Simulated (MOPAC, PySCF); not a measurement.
BBr₂F, SMILES `FB(Br)Br`, neutral singlet in the gas phase. 

Cartesian coordinates (Å):
```xyz
4

F     -0.0901     1.4243    -0.4338
B     -0.0085     0.1343    -0.2369
Br    -1.6066    -0.8896    -0.1342
Br     1.7052    -0.6690    -0.0608
```
Charge 0, multiplicity 1.

All levels are single points at this geometry (PBE0-D4/def2-TZVP); Pople sets use spherical d functions. Orbital energies aren't observables, and empty levels follow the basis.

HF/STO-3G in PySCF gives HOMO (eV) = -8.88.

### Question
Estimate the HOMO (eV) from each of these levels: PBE0-D4/def2-TZVP in PySCF; B3LYP/LANL2DZ in PySCF; M06-2X/6-31G* in PySCF; HF/3-21G in PySCF; PM7 in MOPAC.

### Answer

```json
[
 {"level": "PBE0-D4/def2-TZVP in PySCF", "HOMO (eV)": "-8.63"},
 {"level": "B3LYP/LANL2DZ in PySCF", "HOMO (eV)": "-8.45"},
 {"level": "M06-2X/6-31G* in PySCF", "HOMO (eV)": "-9.83"},
 {"level": "HF/3-21G in PySCF", "HOMO (eV)": "-11.44"},
 {"level": "PM7 in MOPAC", "HOMO (eV)": "-10.54"}
]
```
